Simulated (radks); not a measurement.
Task: The iridium ion Ir4+, [Xe] 4f14 5d5. All-electron calculation, non-relativistic Kohn-Sham, PBE, spin-polarised, spherical densities, point nucleus. Program: a radial shooting solver on a logarithmic mesh with Libxc functionals. Every spin shell is full or empty, so the densities are truly spherical. Functionals are evaluated on that one density, not self-consistently. Rank these exchange functionals by their error against the exact value of the orbitals, and give that value: LDA, PBE, RPBE, OPTX, SOGGA, G96, EV93, APBE, TPSS, r2SCAN, MS2, TASK.

Result: Exact: -322.669 hartree. From best to worst, with 100 (|E| - |E exact|)/|E exact| (equal figures are ties): r2SCAN -0.14, RPBE -0.18, APBE +0.29, PBE -0.30, TPSS -0.38, EV93 -0.45, G96 +0.51, MS2 -0.63, SOGGA -1.80, TASK -1.81, OPTX +1.90, LDA -3.84.
